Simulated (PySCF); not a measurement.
Working out the ionisation energy of Se²⁺

Se²⁺ [Ar] 3d10 4s2 4p2 (3P) → Se³⁺ [Ar] 3d10 4s2 4p1 (2P). Computed with PySCF 2.14 in aug-cc-pwCVDZ-PP with ECP10MDF (6s5p4d1f, 48 functions), with a scalar-relativistic core potential. Frozen: nothing. Energies in hartree (1 hartree = 27.21139 eV):

```csv
part,Se²⁺ (lower),Se³⁺ (upper)
UHF,-370.768397,-369.630065
MP2 opposite-spin,-0.305970,-0.298149
MP2 same-spin,-0.150477,-0.141742
```

Problem. What does Hartree-Fock give?

Solution. (-369.630065) − (-370.768397) = 1.138332 hartree = 30.976 eV.

Problem. What do MP2 and SCS-MP2 (6/5 opposite-spin, 1/3 same-spin) give?

Solution. The opposite-spin parts differ by 0.213 eV and the same-spin parts by 0.238 eV. MP2: 30.976 + (0.213) + (0.238) = 31.427 eV. SCS-MP2: 30.976 + 1.2 × (0.213) + (0.238)/3 = 31.311 eV.

Reference: 31.697 ± 0.019 eV (measured; NIST Atomic Spectra Database, ionization energies), between the lowest levels; spin-orbit coupling is absent from the calculation.

A double-zeta basis recovers only part of the correlation energy.

What remains against the reference includes basis incompleteness and correlation beyond second order.
